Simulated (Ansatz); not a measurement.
Basis sets compared for n-GeGeSiSiH10 (Si2Ge2H10). The state is a singlet with charge 0. Geometry PBE-D4/def2-SVP. Ansatz on 4 threads of Intel Xeon on a shared host; times are rough, and most runs start from earlier orbitals.

```xyz
14

Ge    1.972    1.193    0.744
Ge    1.259   -1.058    0.130
Si   -0.742   -0.929   -1.182
Si   -2.373    0.267    0.018
H     0.912    1.846    1.671
H     3.334    1.168    1.488
H     2.118    2.071   -0.527
H     2.394   -1.776   -0.654
H     0.983   -1.877    1.423
H    -0.432   -0.208   -2.470
H    -1.251   -2.307   -1.523
H    -1.879    1.666    0.276
H    -3.673    0.345   -0.739
H    -2.624   -0.401    1.344
```

Another isomer (singlet) lies 0.11 eV lower at PBE0-D4/def2-TZVP; other spin states weren't run for this one.

Binding counts from free atoms (Ge triplet, Si triplet, H doublet) in the same basis, without a counterpoise term.

```
           level  functions  energy (Eh)  HOMO (eV)  LUMO (eV)  binding per atom (eV)  wall time
 PBE-D4/def2-SVP        150   -4737.3475      -6.77      -0.91                   2.78      1.2 s
PBE0-D4/def2-SVP        150   -4737.5297      -7.82      -0.13                   2.78      2.3 s
```

Question: Estimate the rows for PBE-D4/def2-TZVP (with forces), PBE0-D4/def2-TZVP.

Answer: 
```
                         level  functions  energy (Eh)  HOMO (eV)  LUMO (eV)  binding per atom (eV)  wall time
PBE-D4/def2-TZVP (with forces)        230   -4738.0781      -6.77      -1.13                   2.78      2.7 s
             PBE0-D4/def2-TZVP        230   -4738.2552      -7.78      -0.32                   2.79      3.6 s
```
